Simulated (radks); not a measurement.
Polarisability of the rhodium ion Rh3+, [Kr] 4d6, at imaginary frequency. Calculated with a radial shooting solver on a logarithmic mesh with Libxc functionals: non-relativistic Kohn-Sham, LDA (Slater exchange, Perdew-Wang correlation), spin-polarised, spherical densities, point nucleus; open shells are filled with parallel spins first (spin-orbit coupling, left out, can overturn this in heavy ions); relativity is left out, which matters for an element this heavy. Response by self-consistent Sternheimer equations with the Hartree and adiabatic LDA kernel.

w (hartree)  alpha1(iw) (bohr^3)
0.00266                    4.634
0.0143                     4.633
0.0360                     4.628
0.0697                     4.613
0.118                      4.575
0.186                      4.493
0.280                      4.333
0.413                      4.054
0.605                      3.615
0.892                      3.004
1.35                       2.249
2.12                       1.434
3.59                      0.7195
6.94                      0.2628
17.5                     0.06265

Static values: alpha1 = 4.634 bohr^3 (0.6866 angstrom^3; uncoupled 6.767). C6 = 21.19, triple-dipole C9 = 68.96 atomic units. One-pole (London) frequency 4 C6 / (3 alpha1^2) = 1.316 hartree, against 1.414 for minus the highest occupied eigenvalue. The dipole shielding factor is 0.934, as the force sum rule N/Z = 0.933 demands.
